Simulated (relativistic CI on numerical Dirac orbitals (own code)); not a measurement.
d6 in a ligand field

Computed with a parametric ligand-field model of a d^n configuration (Racah B and C, spin-orbit zeta, crystal field), exact diagonalisation.

Field parameters in Wybourne normalisation: Oh B⁴₀ = 21Dq, B⁴₄ = √(5/14) B⁴₀. The field is a parameter set, without covalency.

(1) Ground term and bands for B = 440, C = 1770, ζ = 0 cm⁻¹, Oh, 10Dq = 440 cm⁻¹?

(2) Ground term and bands for B = 440, C = 1770, ζ = 0 cm⁻¹, Oh, 10Dq = 3080 cm⁻¹?

(3) Ground term and bands for B = 440, C = 1770, ζ = 0 cm⁻¹, Oh, 10Dq = 7480 cm⁻¹?

(4) Ground term and bands for B = 440, C = 1770, ζ = 0 cm⁻¹, Oh, 10Dq = 1320 cm⁻¹?

(5) Ground term and bands for B = 440, C = 1770, ζ = 0 cm⁻¹, Oh, 10Dq = 19800 cm⁻¹?

## Answers

(1) Ground term 5T2 with 2.00 electrons in the two orbitals of the cubic e set. Spin-allowed: 5E 440 cm⁻¹. Lowest spin-forbidden: 3T1 8726 cm⁻¹ (1146 nm), 3T2 8865 cm⁻¹ (1128 nm), 3T1 9141 cm⁻¹ (1094 nm).

(2) Ground term 5T2 with 2.00 electrons in the two orbitals of the cubic e set. Spin-allowed: 5E 3080 cm⁻¹ (3247 nm). Lowest spin-forbidden: 3T1 6766 cm⁻¹ (1478 nm), 3T2 8090 cm⁻¹ (1236 nm), 1A1 8403 cm⁻¹ (1190 nm).

(3) Ground term 5T2 with 2.00 electrons in the two orbitals of the cubic e set. Spin-allowed: 5E 7480 cm⁻¹ (1337 nm). Lowest spin-forbidden: 1A1 99 cm⁻¹, 3T1 2716 cm⁻¹, 3T2 5035 cm⁻¹ (1986 nm).

(4) Ground term 5T2 with 2.00 electrons in the two orbitals of the cubic e set. Spin-allowed: 5E 1320 cm⁻¹. Lowest spin-forbidden: 3T1 8214 cm⁻¹ (1217 nm), 3T2 8755 cm⁻¹ (1142 nm), 3T1 9276 cm⁻¹ (1078 nm).

(5) Ground term 1A1 with 0.03 electrons in the two orbitals of the cubic e set. Spin-allowed: 1T1 18540 cm⁻¹ (539 nm), 1T2 24699 cm⁻¹ (405 nm), 1T2 37867 cm⁻¹ (264 nm), 1E 38064 cm⁻¹ (263 nm). Lowest spin-forbidden: 3T1 14771 cm⁻¹ (677 nm), 3T2 17831 cm⁻¹ (561 nm), 5T2 24003 cm⁻¹ (417 nm).
